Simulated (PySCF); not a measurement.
# HCuO, triplet: molecular constants

These are results of UPBE0 in PySCF with Cu def2-TZVP, O def2-TZVP, H def2-TZVP; no relativity; density-fitted integrals, not measurements.

The structure is a minimum.

Coordinates in bohr (charge 0 multiplicity 3):
```
Cu    0.5771    0.0000   -0.2637
O    -2.4770    0.0000    0.9974
H     3.2726    0.0000    0.6266
```

```
Point group                                                                   : Cs
Bond lengths                                                                  : Cu–H 1.502 Å, Cu–O 1.749 Å
Bond angles                                                                   : H–Cu–O 139.3°
Entropy at 298.15 K and 1 bar (electronic part: spin only)                    : 257.9 J/(mol K)
Lowest empty level (β)                                                        : -4.43 eV
Zero-point energy                                                             : 17.1 kJ/mol
Principal polarisabilities                                                    : 19.5, 22.8, 60.4 bohr³
Principal quadrupole moments (Buckingham, traceless) about the centre of mass : -5.12, 1.90, 3.23 D Å
Heat capacity Cp at 298.15 K                                                  : 43.9 J/(mol K)
Spin squared ⟨S²⟩                                                             : 2.015
Rotational symmetry number                                                    : 1
Rotational constants                                                          : 18.67, 0.4085, 0.3998 cm⁻¹
Atomisation energy without zero-point energy                                  : 426 kJ/mol
Dipole moment                                                                 : 1.91 D
Enthalpy at 298.15 K above 0 K                                                : 11.19 kJ/mol
Highest occupied level (β)                                                    : -8.34 eV
```

Harmonic modes (masses in u: Cu 62.930, O 15.995, H 1.008):
| symmetry | ω (cm⁻¹) | IR (km/mol) | type |
| --- | --- | --- | --- |
| a' | 385 | 127 | bend |
| a' | 600 | 8.3 | stretch |
| a' | 1874 | 48.3 | stretch |

Charges (e):
```tsv
atom	Mulliken	Löwdin	polar tensor	spin (Mulliken)	Mayer order to Cu1
Cu1	0.40	0.29	0.57	0.51	–
O2	-0.30	-0.16	-0.30	1.35	1.08
H3	-0.09	-0.13	-0.27	0.14	0.90
```

Mulliken populations on Cu1: s 6.80, p 12.31, d 9.50, f 0.00.

Only a few start shapes were tried, so a lower isomer may exist. Other spin states or occupations of the open shell can lie lower.

The final relaxation and frequency run took 44 s on 2 threads of a shared Intel Xeon @ 2.80GHz (Skylake/Cascade Lake) host, with 82 basis functions and 14 gradients; the process peaked at 0.78 GiB. Launch command: `OMP_NUM_THREADS=2 python axn.py task.json out`.
